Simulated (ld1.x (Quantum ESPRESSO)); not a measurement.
## sulfur, TM: configuration errors across variants

```
Element                 : sulfur (S)
Generator               : ld1.x (Quantum ESPRESSO) 7.5
Type                    : norm-conserving Troullier–Martins (Kleinman–Bylander form)
Functional              : PBE
Relativity              : scalar-relativistic
Frozen core             : [Ne]
Valence charge          : 6
Reference configuration : 3s2 3p4
Partial waves           : 3p (bound): rc 1.15 bohr; 3s (bound): rc 1.30 bohr
Local potential         : the s channel
Core correction         : a·sin(br)/r model core inside 0.85 bohr
```

All-electron excitation energies from the reference (eV): (1) 3s2 3p3 11.769; (2) 3s2 3p2 34.053; (3) 3s2 3p1 68.094; (4) 3s1 3p5 10.311; (5) 3s1 3p4 22.648; (6) 3s2 3p0 114.891; (7) 3s2 3p3.5 4.660.

2 further variants failed, have other tests or too few solved ones, and are left out.

Errors AE − PS in meV (a dash: test not solved or not reliable):

| change | (1) | (2) | (3) | (4) | (5) | (6) | (7) | bound ghosts |
| --- | --- | --- | --- | --- | --- | --- | --- | --- |
| base | +3.7 | +23 | +69 | +1.7 | +9.2 | +140 | +0.6 | none |
| wave 3p (bound): rc 1.15 bohr becomes 3p (bound): rc 0.98 bohr | +4.5 | +25 | +66 | +1.7 | +11 | +101 | +0.9 | none |
| wave 3p (bound): rc 1.15 bohr becomes 3p (bound): rc 1.08 bohr | +4.0 | +24 | +68 | +2.0 | +10 | +129 | +0.7 | none |
| wave 3p (bound): rc 1.15 bohr becomes 3p (bound): rc 1.20 bohr | +3.5 | +23 | +71 | +1.3 | +8.4 | +150 | +0.6 | none |
| wave 3p (bound): rc 1.15 bohr becomes 3p (bound): rc 1.28 bohr | +3.3 | +23 | +74 | +0.6 | +7.2 | +167 | +0.5 | none |
| wave 3p (bound): rc 1.15 bohr becomes 3p (bound): rc 1.50 bohr | +3.2 | +24 | +81 | -0.7 | +5.2 | +195 | +0.4 | none |
| wave 3p (bound): rc 1.15 bohr becomes 3p (bound): rc 1.64 bohr | +3.2 | +24 | +81 | -0.8 | +5.0 | +197 | +0.4 | none |
| wave 3p (bound): rc 1.15 bohr becomes 3p (bound): rc 1.70 bohr | +3.1 | +24 | +81 | -0.7 | +5.2 | +195 | +0.4 | none |

Problem. Give the same row for: wave 3p (bound): rc 1.15 bohr becomes 3p (bound): rc 1.42 bohr.

Solution. +3.2, +23, +79, -0.4, +5.7, +188, +0.4; bound ghosts: none.
